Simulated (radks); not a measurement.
The numbers below are computed, except where a source is named.
Problem. All-electron atom: Tm IV in [Kr] 4d10 4f12 5s1.75 5p6 6p0.25 (fractional occupations, a model configuration). Code: a radial shooting solver on a logarithmic mesh with Libxc functionals. Model: Dirac Kohn-Sham, PBE, spin-unpolarised, spherical densities, point nucleus; open shells fill j = l - 1/2 first. Some entries of the table are withheld. Estimate them.

| orbital | occ. | eigenvalue (eV) | r(max) (bohr) | <r^2> (bohr^2) |
|---|---|---|---|---|
| 1s1/2 | 2 | -59254.53 | 0.01261 | 0.0005483 |
| 2s1/2 | 2 | -10020.66 | (1) | 0.008455 |
| 2p1/2 | 2 | -9551.864 | 0.05403 | 0.006089 |
| 2p3/2 | 4 | -8571.637 | 0.06035 | 0.007305 |
| 3s1/2 | 2 | -2279.994 | 0.2035 | 0.05570 |
| 3p1/2 | 2 | -2073.932 | 0.1912 | 0.05148 |
| 3p3/2 | 4 | -1866.964 | 0.2043 | 0.05828 |
| 3d3/2 | 4 | -1515.843 | 0.1611 | 0.04577 |
| 3d5/2 | 6 | -1470.622 | 0.1648 | 0.04765 |
| 4s1/2 | 2 | -477.9098 | 0.4647 | 0.2796 |
| 4p1/2 | 2 | -395.0484 | (2) | 0.2914 |
| 4p3/2 | 4 | -348.2437 | (3) | 0.3289 |
| 4d3/2 | 4 | -211.9831 | 0.4959 | 0.3691 |
| 4d5/2 | 6 | -203.4483 | 0.5049 | 0.3838 |
| 5s1/2 | 1.75 | -85.5959 | 1.082 | 1.630 |
| 5p1/2 | 2 | -62.4152 | (4) | 2.024 |
| 5p3/2 | 4 | -56.0727 | (5) | 2.323 |
| 4f5/2 | 6 | -38.4146 | 0.4903 | 0.7089 |
| 4f7/2 | 6 | -37.1375 | 0.4955 | 0.7357 |
| 6p1/2 | 0.25 | -19.5348 | (6) | 12.73 |
| 6p3/2 | 0 | -18.5170 | (7) | 14.06 |

Solution. 
(1) 2s1/2 r(max) (bohr): 0.07206
(2) 4p1/2 r(max) (bohr): 0.4664
(3) 4p3/2 r(max) (bohr): 0.4944
(4) 5p1/2 r(max) (bohr): 1.173
(5) 5p3/2 r(max) (bohr): 1.254
(6) 6p1/2 r(max) (bohr): 3.095
(7) 6p3/2 r(max) (bohr): 3.273
